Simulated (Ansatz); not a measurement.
The cluster Mo5, relaxed as a singlet with RKS r2SCAN-D4/def2-SVP in Ansatz, starting from the GFN2-xTB geometry. Force threshold 0.02 eV/Å.

In the def2 sets Mo takes a core potential; there is no spin–orbit coupling. The restricted singlet is unstable towards broken spin symmetry at other levels; at r2SCAN-D4/def2-SVP this wasn't settled. The relaxation made no stability test and no search for a lower SCF solution. The structure comes from a short search, and lower isomers may exist.

Start:

Cartesian coordinates in Å:
```
Mo 0.0326 -0.8882 0.5364
Mo -1.2267 0.9046 1.2602
Mo 2.2556 -0.6005 0.0697
Mo 0.4761 1.1265 -0.7477
Mo -1.5376 -0.5424 -1.1186
```

```csv
step,energy (eV),largest force component (eV/Å),SCF passes
1,-9275.0990,2.155,86
2,-9277.2955,3.765,55
3,-9278.0176,2.874,43
4,-9278.3818,0.696,37
5,-9278.4092,0.321,37
6,-9278.4172,0.259,39
7,-9278.4215,0.127,39
8,-9278.4227,0.122,32
9 (rejected),-9278.4225,0.189,44
10,-9278.4254,0.068,38
11,-9278.4257,0.023,32
13,-9278.4262,0.017,37
15,-9278.4348,0.127,40
17,-9278.4785,0.262,50
19,-9278.5532,0.291,47
21 (rejected),-9278.6071,0.861,53
23,-9278.6773,0.301,52
25,-9278.8622,2.232,46
27,-9279.4325,1.147,46
29,-9279.5802,0.275,41
31,-9279.5950,0.115,35
33,-9279.5959,0.012,33
```

Force components are those of the run's own axes.

End:

```tsv
atom	x (Å)	y (Å)	z (Å)
Mo1	0.1709	-1.0964	1.0418
Mo2	-1.3913	0.9826	0.6145
Mo3	1.5613	-0.6468	-0.6494
Mo4	0.7230	1.4247	-0.1459
Mo5	-1.0639	-0.6641	-0.8610
```

Bonds formed: Mo2–Mo3, Mo3–Mo5 (atoms count from 1).

The force fell under the threshold at step 12, but the optimiser went on and released 1.170 eV more. No frequencies were taken in this run, so the end may be a saddle point.

Run time 3.7 min (4 threads of Arm Neoverse V1 on a shared host).
